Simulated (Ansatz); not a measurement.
CHO2 (SMILES [O]C=O), doublet, at a GFN2-xTB geometry; CCSD(T)/6-311G** (Ansatz, a program for electronic structure).

Input for Ansatz:
Ansatz 0.2 input:
```yaml
crystal:
  periodic: [false, false, false]
  atoms:
    - {symbol: O, position_ang: [-1.07370959, -0.42926071, -0.00428227]}
    - {symbol: C, position_ang: [-0.04616944, 0.18751753, 0.00141223]}
    - {symbol: O, position_ang: [1.15027992, 0.11826974, 0.00194013]}
    - {symbol: H, position_ang: [-0.33554598, 1.36282262, 0.01026371]}
basis:
  gaussian:
    orbitals: 6-311G__.json
magnetization: {spin_polarized: true, initial_magnetization: 1}
correlation: {method: ccsd_t}
```
The basis file holds 6-311G** in the JSON format of the Basis Set Exchange.

What does Ansatz print? Leave out banner, timings and long lists.


```
Functional definition: HF
485 factors; integrals over basis functions are off by at most 1.6e-3 eV
mean field evaluation 1: about -5116.7576 eV, gradient 2.6e1 eV
mean field evaluation 2: about -5116.7620 eV, gradient 2.6e1 eV
mean field evaluation 4: about -5119.3349 eV, gradient 2.4e0 eV
mean field evaluation 8: about -5119.4000 eV, gradient 1.2e-1 eV
mean field evaluation 16: about -5119.4004 eV, gradient 1.0e-3 eV
mean field evaluation 32: about -5119.7271 eV, gradient 5.5e-1 eV
mean field evaluation 64: about -5119.4004 eV, gradient 2.9e-5 eV
mean field evaluation 96: about -5119.7375 eV, gradient 1.6e-1 eV
mean field evaluation 128: about -5117.9295 eV, gradient 1.2e0 eV
mean field evaluation 160: about -5119.0329 eV, gradient 7.5e-1 eV
mean field evaluation 192: about -5119.0546 eV, gradient 1.3e-3 eV
mean field evaluation 224: about -5119.0546 eV, gradient 3.5e-4 eV
mean field evaluation 256: about -5119.4004 eV, gradient 1.6e-3 eV
mean field -5119.73842663 eV, -188.1469168954 hartree, gradient 2.9e-6 eV, S^2 0.777218; 13 other end points of the search recorded, 0 dependent functions left out
determinant -5119.73842663 eV, -188.1469168954 hartree, with singles and doubles -5133.67145510 eV, -188.6589462474 hartree
determinant -5119.40039489 eV, -188.1344944579 hartree, with singles and doubles -5133.83221835 eV, -188.6648541879 hartree
determinant -5119.05459071 eV, -188.1217863890 hartree, with singles and doubles -5132.46553754 eV, -188.6146295945 hartree
determinant -5117.94755411 eV, -188.0811035442 hartree, with singles and doubles -5132.28995382 eV, -188.6081770117 hartree
determinant -5119.73842663 eV, -188.1469168954 hartree, with singles and doubles -5133.82506147 eV, -188.6645911772 hartree
determinant -5119.40039489 eV, -188.1344944579 hartree, with singles and doubles -5133.83254889 eV, -188.6648663352 hartree
3 core orbitals not correlated
reference -5119.40039489 eV, -188.1344944579 hartree; 9, 8 occupied and 48, 49 virtual orbitals, 485 factors
second order -14.47770070 eV of doubles, -0.00000000 eV of singles
cycle   1  -14.43213854 eV  change    1.5e-5 eV  update   3.5e-6
cycle   2  -14.43213711 eV  change    1.4e-6 eV  update   2.2e-6
perturbative correction -0.66875537 eV, -0.0245763066 hartree
Total energy: -5134.50128737 eV, -188.6894420209 hartree
```
